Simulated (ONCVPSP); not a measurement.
# Configuration tests for barium (Ba) (ONCV)

barium, optimised norm-conserving Vanderbilt (ONCV), made with ONCVPSP 4.0.1 (LDA (Perdew-Zunger), fully relativistic). Core [Kr] 4d10, reference 5s2 5p6 6s1 (charge +1). Waves: 5s+6s: rc 2.65 bohr, ncon 4, nbas 8, qcut 4 1/bohr, 3 projectors, debl 1.7 Ha; 5p: rc 2.70 bohr, ncon 4, nbas 7, qcut 4.1 1/bohr, 2 projectors, debl 2.4 Ha; d scattering state at 0.44 Ha: rc 2.80 bohr, ncon 4, nbas 8, qcut 3 1/bohr, 2 projectors, debl 0.9 Ha. Local part: polynomial inside 2.25 bohr (lpopt 5, dvloc0 1 Ha). Core correction: polynomial model core, fcfact 0.5.

Open shells are filled in proportion to 2j + 1.

In the d channel the program set the typed energies aside and used 0.050, 0.950 Ha (j = l + 1/2; the other j can differ).

Energies are relative to the spin-unpolarised reference configuration 5s2 5p6 6s1; without spin polarisation the order of configurations can differ from experiment.

| valence configuration | charge | ΔE all-electron (eV) | error AE − PS (meV) |
| --- | --- | --- | --- |
| 5s2 5p6 6s0 | +2 | 10.168 | -1.2 |
| 5s1 5p6 6s2 | +1 | 33.390 | -143 |

Problem. What are ΔE and the potential's error for 5s2 5p6 6s1.5?

Solution. ΔE = -3.331 eV all-electron; the error (AE − PS) is -0.1 meV.

Problem. What are ΔE and the potential's error for 5s2 5p6 6s2?

Solution. ΔE = -5.542 eV all-electron; the error (AE − PS) is -0.4 meV.
